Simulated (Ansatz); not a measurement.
Born–Oppenheimer molecular dynamics of H8N2OSi (12 atoms, charge 0, multiplicity 1). It starts at the highest image of a converged band. Of that band: Neighbouring images differ by up to 1.8 eV, so the band resolves the path poorly. A vibrational analysis at the climbing image gives one clearly imaginary mode, 1318i cm⁻¹: a first-order saddle point.

The calculation used Ansatz 0.2.0, RKS PBE0-D4/6-31G*.

| Item | Value |
| --- | --- |
| ensemble | NVE (velocity Verlet) |
| time step | 0.5 fs |
| steps asked | 200 |
| starting velocities drawn for | 100 K |
| seed | 10344 |

First frame:

```xyz
12
Properties=species:S:1:pos:R:3
Si -0.232 0.064 -0.227
H 0.067 -0.016 1.547
N 1.481 0.224 -0.516
H 2.012 -0.632 -0.610
H 2.017 0.912 -0.002
N -0.795 1.575 -0.764
H -1.744 1.881 -0.616
H -0.228 2.178 -1.338
H -0.398 -1.272 -0.877
O -1.909 -0.175 0.708
H -2.233 -1.081 0.599
H -0.914 -0.157 1.488
```

How far do the bonds stretch over the last three quarters of this one trajectory? (Pairs bonded in most of those frames.)


```
   bond  mean (Å)  spread (Å)  shortest  longest
 Si1–N3     1.741       0.050      1.67     1.83
 Si1–N6     1.727       0.024      1.68     1.79
 Si1–H9     1.497       0.011      1.48     1.51
Si1–O10     1.680       0.059      1.59     1.77
 H2–H12     0.745       0.016      0.72     0.77
  N3–H4     1.011       0.014      0.99     1.03
  N3–H5     1.014       0.013      0.99     1.04
  N6–H7     1.012       0.016      0.98     1.04
  N6–H8     1.012       0.014      0.99     1.04
O10–H11     0.967       0.008      0.95     0.98
```

Mean temperature of the second half: 1346 K. The conserved energy stayed within 0.12 meV per atom of its start (net change 0.056 meV per atom), so the integration is sound. The kinetic energy rose, since the run started high on the potential surface and went downhill. It ends in pieces (H2 + H6N2OSi), so much of that is their flight and rotation, not heat. A run of 0.1 ps of so small a system gives no equilibrium averages. The orbitals stay closed-shell, which can raise the energy where a bond breaks towards radicals; this wasn't checked here.

Run time: 13 min on 1 thread of Arm Neoverse V1 (shared host), peak memory 0.15 GiB.
